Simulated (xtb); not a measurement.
CH$_{5}$S (SMILES C[SH2+]), charge +1, singlet, at a GFN2-xTB geometry, atoms displaced at random by about 0.05 Å a coordinate. Base run: xtb with GFN1-xTB.

Here is a job for xtb.
```
$ xtb mol.xyz --gfn 1 --chrg 1 --opt --json

# file mol.xyz
7

C     -1.09812488    -0.08553956     0.33727482
S      0.52333398     0.07684699    -0.30291252
H     -1.70718897     0.64903400    -0.20834335
H     -1.33779969    -1.10372848     0.09325569
H     -1.14966838    -0.03016693     1.40239882
H      0.83190297     1.25120440     0.31171695
H      1.29013046    -0.60419015     0.63974426
```

Each row names what was changed in the base input (with any setting that the change needs).

```csv
change,ΔE vs base (kcal/mol),optimiser steps
base,0.000,7
opt level = extreme,-0.001,12
opt level = sloppy,0.005,5
opt level = crude,0.019,4
opt level = lax,0.001,6
opt level = vtight,-0.001,11
alpb = acetonitrile,…,7
alpb = dmso,…,7
engine = lbfgs,0.002,-
opt level = tight,0.000,7
```

Task: What belongs in the gaps?

Result: 
- alpb = acetonitrile, ΔE vs base (kcal/mol): -60.30
- alpb = dmso, ΔE vs base (kcal/mol): -62.60
